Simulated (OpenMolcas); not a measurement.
## Lines of Sn: computed and rescaled rates

```
Program             : OpenMolcas 26.06
Method              : SS-CASPT2, IPEA 0.25 Eh, imaginary shift 0.1 Eh (closed shells correlated: 4d)
Basis               : ANO-RCC-VTZP [7s6p4d2f1g]
Scalar Hamiltonian  : DKH2, point nucleus
Active space        : 4 electrons in 4 orbitals (5s 5p)
State averaging     : 2S+1 = 3 even, 6 roots (3 in the spin-orbit step); 2S+1 = 1 even, 6 roots kept (CI in the orbitals of an earlier block); 2S+1 = 5 odd, 1 root; 2S+1 = 3 odd, 5 roots kept (CI in the orbitals of an earlier block)
Spin-orbit coupling : state interaction with AMFI integrals over the reference wave functions, term energies averaged over their components
```

Rates come from the transition moments of the reference wave functions (E1 and E2 in the length form). At fixed line strength A goes as λ^-3 for E1 and M1 and as λ^-5 for E2, so a rate at the computed wavelength can be rescaled to the measured one. Measured vacuum wavelengths follow from level energies in NIST Handbook of Basic Atomic Spectroscopic Data. Branching counts decays inside the model space alone, at computed energies, and the table is only a selection of the E2 and M1 lines, drawn from those between levels with measured partners whose computed energy lies within a factor of 1.5 of the measured one.

```tsv
Upper	Lower	Type	λ computed (nm)	λ measured (nm)	A computed (s-1)	A rescaled (s-1)	Branching %
5s² 5p² ³P₁	5s² 5p² ³P₀	M1	6654	5911	5.96e-02	8.50e-02	100.0
5s² 5p² ³P₂	5s² 5p² ³P₁	M1	6210	5761	5.23e-02	6.55e-02	99.2
5s² 5p² ³P₂	5s² 5p² ³P₀	E2	3212	2917	3.72e-04	6.02e-04	0.7
5s² 5p² ¹D₂	5s² 5p² ³P₂	M1	1855	1929	4.47e-01		55.2
5s² 5p² ¹D₂	5s² 5p² ³P₂	E2	1855	1929	5.91e-03		0.7
5s² 5p² ¹D₂	5s² 5p² ³P₁	M1	1428	1445	3.53e-01		43.6
5s² 5p² ¹S₀	5s² 5p² ¹D₂	E2	1078	1170	1.59e+00	1.06e+00	18.3
5s² 5p² ¹S₀	5s² 5p² ³P₂	E2	681.7	728.1	6.23e-01		7.2
5s² 5p² ¹S₀	5s² 5p² ³P₁	M1	614.3	646.4	6.48e+00		74.6
```

Spin-changing lines and M1 lines between different terms are not rescaled, since their strength hangs on the term gaps too.

The largest correction is for 5s² 5p² ³P₂ → 5s² 5p² ³P₀ (E2): 3.72e-04 × (3212 / 2917)^5 = 6.02e-04 s-1, a factor of 1.62.

No measured rate stands beside these. Rescaling mends the energy factor alone: line strengths can still be far off where a level mixes with configurations outside the active space, and weak or spin-changing lines hang on small mixing coefficients that depend on the term gaps too, so rescaling need not improve them.

CASPT2 does not keep the components of a term degenerate, so their means are used; among the terms shown or strongly mixed into the levels shown the widest spread is 140 cm-1 (5s² 5p² ¹D). Over all roots computed the reference weight is 0.85 to 0.93; the roots of lowest weight are the least certain, and an intruder state may touch them. Some high roots are left out of the spin-orbit mixing, which shifts the levels that they would mix with. Terms from blocks run as CI alone lack orbitals of their own. Measured partners are found by configuration, term and J. A level has none where our copy of the source lacks it or the pairing is in doubt (some pairs that miss far off the trend of their configuration count as doubtful). Levels of configurations outside the active space are missing.
